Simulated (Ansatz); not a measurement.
C2H3ClFSi, SMILES `[CH]=C[SiH](F)Cl` radical, relaxed with UKS PBE-D4/def2-SVP in Ansatz 0.2.0 from a rough embedded geometry. The force threshold is 0.03 eV/Å; the program also tests the step.

The species carries charge 0 and has multiplicity 2.

Start:

```xyz
8

C     0.072    0.356   -1.676
C     0.444    0.509   -0.497
Si   -0.344   -0.316    0.890
F    -0.387    0.753    2.215
Cl    0.956   -1.822    1.359
H    -0.342    0.200   -2.705
H     1.286    1.171   -0.256
H    -1.685   -0.850    0.671
```

Question: By how much does the energy fall, and how many steps does the optimiser take? (Estimate.)

Answer: Computed: 55.95 kJ/mol, in 13 steps.

Question: Which bonds change most? (Best estimate.)

Answer: Ansatz gave: C2–Si3 from 1.796 to 1.871 Å; C1–C2 from 1.247 to 1.322 Å; Si3–F4 from 1.703 to 1.635 Å; Si3–H8 from 1.460 to 1.494 Å.

Question: Give the relaxed structure. (An estimate is asked.)

Answer: The calculation gave: 
```xyz
8

C     0.087    0.594   -1.749
C     0.638    0.535   -0.549
Si   -0.274   -0.341    0.830
F    -0.682    0.725    2.001
Cl    0.963   -1.754    1.702
H    -0.837    0.243   -2.233
H     1.628    0.989   -0.333
H    -1.523   -0.991    0.330
```
